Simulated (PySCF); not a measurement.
H6N2SSi2.
Atom-mapped SMILES: `[SH:1][SiH:2]1[NH:3][SiH2:4][NH:5]1` (hydrogens: H6 on S1; H7 on Si2; H8 on N3; H9, H10 on Si4; H11 on N5)

Method: PBE0-D3(BJ)/def2-SVP geometry optimisation, gas phase in PySCF; density fitting, grid level 1; the optimiser is geomeTRIC in internal coordinates, started from a GFN2-xTB structure with every atom displaced at random (about 0.01 Å).

Geometry at step 2:
```
atom  x, y, z in Å
S1      2.7000    0.7560    0.0430
Si2     0.6529    0.6158    0.6520
N3     -0.0867   -0.9485    0.8156
Si4    -1.2843   -0.6452   -0.4179
N5     -0.5504    0.9292   -0.5660
H6      2.5325   -0.0092   -1.0610
H7      0.6354    1.4791    1.8684
H8      0.1617   -1.7657    1.3517
H9     -1.2179   -1.5228   -1.6331
H10    -2.7179   -0.6862    0.0115
H11    -0.7622    1.7461   -1.1179
```

Task: What forces act on the atoms?

Result: 
```json
{"atom": "S1", "Fx (eV/Å)": "-0.023", "Fy (eV/Å)": "-0.091", "Fz (eV/Å)": "-0.043"}
{"atom": "Si2", "Fx (eV/Å)": "-0.080", "Fy (eV/Å)": "0.168", "Fz (eV/Å)": "0.102"}
{"atom": "N3", "Fx (eV/Å)": "0.055", "Fy (eV/Å)": "-0.194", "Fz (eV/Å)": "0.011"}
{"atom": "Si4", "Fx (eV/Å)": "-0.098", "Fy (eV/Å)": "-0.134", "Fz (eV/Å)": "-0.117"}
{"atom": "N5", "Fx (eV/Å)": "-0.035", "Fy (eV/Å)": "0.107", "Fz (eV/Å)": "-0.083"}
{"atom": "H6", "Fx (eV/Å)": "0.006", "Fy (eV/Å)": "0.027", "Fz (eV/Å)": "0.040"}
{"atom": "H7", "Fx (eV/Å)": "0.032", "Fy (eV/Å)": "0.003", "Fz (eV/Å)": "-0.021"}
{"atom": "H8", "Fx (eV/Å)": "0.015", "Fy (eV/Å)": "-0.015", "Fz (eV/Å)": "0.014"}
{"atom": "H9", "Fx (eV/Å)": "0.080", "Fy (eV/Å)": "0.031", "Fz (eV/Å)": "0.024"}
{"atom": "H10", "Fx (eV/Å)": "0.039", "Fy (eV/Å)": "0.083", "Fz (eV/Å)": "0.094"}
{"atom": "H11", "Fx (eV/Å)": "0.008", "Fy (eV/Å)": "0.017", "Fz (eV/Å)": "-0.022"}
```

The largest, 0.21 eV/Å, acts on Si2; the rms over all components is 0.075 eV/Å. The forces sum to zero within rounding, as they must for an isolated molecule in no field.

Task: Give the force on Si2 in Eh/bohr and in nN.

Result: 0.212 eV/Å ÷ 51.422 = 0.00412 Eh/bohr, and 0.212 eV/Å × 1.602 = 0.34 nN.

Task: How far is this geometry from the end of the optimisation?

Result: 0.008 eV above it, and 0.032 Å rms away after alignment. The bonds farthest from their final lengths, with half the difference of the two atoms' forces along the bond (positive lengthens):

| bond | now (Å) | final (Å) | force along bond (eV/Å) |
| --- | --- | --- | --- |
| Si4–N5 | 1.743 | 1.748 | +0.12 |
| Si2–N3 | 1.738 | 1.742 | +0.13 |
| Si4–H9 | 1.500 | 1.497 | -0.10 |
| S1–H6 | 1.354 | 1.352 | -0.07 |

The angle farthest from its final value is S1–Si2–N3, 119.5° against 117.0°.

What follows is the cost of the whole optimisation. On AMD EPYC 7R43, one thread, shared host with 256 logical CPUs at a one-minute load of 184, this took 46 s wall and 0.46 GiB of memory at its peak.
